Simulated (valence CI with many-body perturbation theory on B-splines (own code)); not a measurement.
## Which ion has this spectrum?

A relativistic CI+MBPT calculation for an atom or ion with 40 electrons gives these levels (cm⁻¹):

```csv
J,Parity,E,g
0,even,0.0,
1,even,58218,1.50
2,even,86807,1.34
4,even,91627,1.11
3,even,98127,1.24
0,even,142343,
4,even,148970,1.16
2,even,151962,1.09
3,even,154428,1.08
5,even,166523,1.08
1,even,172816,1.19
6,even,175437,1.09
4,even,186004,1.03
3,even,187387,1.13
```

The energies are calculated, and their last digits are not significant.

**Question.** Which is it?
A. Yb30+
B. Er28+
C. Gd24+
D. Ho27+

**Answer.** D. Ho27+, ground level (4d3/2^4) J=0.
